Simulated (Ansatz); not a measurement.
`OP[SiH2][GaH2]`, 10 atoms. The species carries charge 0 and has multiplicity 1. Correlated methods include outer-core shells of Ga, which these sets cover unevenly. Scalar relativity is left out up to krypton. Hardware: A = 2 threads of an AMD EPYC 7R13 on a shared host and a share of an NVIDIA H100 80 GB; B = 2 threads of an AMD EPYC 7R13 on a shared host. Correlated methods freeze the cores. Open-shell runs search over several starts.

Q: Give the basis size and wall time and peak host memory of each of these runs in Ansatz. UKS B3LYP-D4/def2-TZVPP energy of the cation [B]; RKS r2SCANh-D4/def2-TZVPP energy [B]; UKS PBE0-D4/def2-TZVPP energy of the cation [B]; RKS ωB97M-V/def2-SVP energy [B]; RKS PBE0-D4/def2-QZVPP energy [A]; UKS r2SCAN-D4/def2-TZVPP energy of the cation [B]; RHF-MP2/def2-QZVPP energy [A]; UKS B2PLYP (frozen core)/def2-TZVPP energy of the cation [B]; RKS PBE0-D4/def2-TZVPP energy [B]; direct RPA on PBE orbitals/def2-TZVPP energy [B]; UHF-MP2/def2-QZVPP energy of the cation [A]; RKS r2SCAN-D4/def2-TZVPP energy and forces [B]. (Best estimate.)

A: Ansatz gave: Other jobs shared the machine, so times are rough.

| level | job | functions | wall time | peak host memory (GiB) |
| --- | --- | --- | --- | --- |
| RKS PBE0-D4/def2-QZVPP | energy [A] | 466 | 3.1 s | 1.1 |
| RHF-MP2/def2-QZVPP | energy [A] | 466 | 4.2 s | 1.1 |
| RKS PBE0-D4/def2-TZVPP | energy [B] | 247 | 5.5 s | 0.77 |
| UHF-MP2/def2-QZVPP | energy of the cation [A] | 466 | 6.5 s | 1.1 |
| RKS r2SCAN-D4/def2-TZVPP | energy and forces [B] | 247 | 7 s | 0.41 |
| direct RPA on PBE orbitals/def2-TZVPP | energy [B] | 247 | 7 s | 0.6 |
| RKS ωB97M-V/def2-SVP | energy [B] | 112 | 7.5 s | 0.41 |
| RKS r2SCANh-D4/def2-TZVPP | energy [B] | 247 | 8 s | 0.79 |
| UKS B3LYP-D4/def2-TZVPP | energy of the cation [B] | 247 | 11 s | 1 |
| UKS PBE0-D4/def2-TZVPP | energy of the cation [B] | 247 | 13 s | 1 |
| UKS r2SCAN-D4/def2-TZVPP | energy of the cation [B] | 247 | 15 s | 0.54 |
| UKS B2PLYP (frozen core)/def2-TZVPP | energy of the cation [B] | 247 | 20 s | 0.92 |

B3LYP here is the variant with VWN-RPA as its local correlation; programs differ in this.
